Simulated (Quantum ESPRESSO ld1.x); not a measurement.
One sound ld1.x (Quantum ESPRESSO 7.5) input for neutral nickel gives E = -1518.0947 hartree in 33 iterations:

```
 &input
    zed=28.0,
    iswitch=1,
    rel=1,
    lsd=1,
    dft='PW',
    config='[Ar] 3d8 4s2',
    prefix='ld1',
    max_out_wfc=37,
    file_charge='ld1.rho',
 /
```

Changed or added lines, one case at a time, and what came of them:

- rel=3: refused. The program stops in ld1_readin with "wrong rel": rel takes 0, 1 or 2.
- rel=2 cau_fact=26.17 (without lsd): crashed. The program stops in dirsol with "no classical turning point found": with c below Z the Dirac equation of a point nucleus has no 1s solution.
- rel=2 relpert=.true. (without lsd): refused. The program stops in ld1_readin with "perturbative SO-splitting for AE calculations with rel=0 only": the perturbative correction needs rel = 0.
- config='[Cd] 3d8 4s2': refused. The program stops in el_config with "wrong core: Cd": the cores known are He, Ne, Ar, Kr, Xe, Hg and Rn.
- zed=104.0: refused. The program stops in ld1_readin with "wrong nuclear charge zed: 104.00": zed must lie above 0 and at most 103.
- rel=2: refused. The program stops in ld1_readin with "local spin density and spin-orbit not allowed": spin polarisation goes with rel = 0 or 1 alone.
- config='[Ar] 3d8 4s2 5d-1': harmless. A negative occupation marks a state as unused; the result equals that of the sound run.
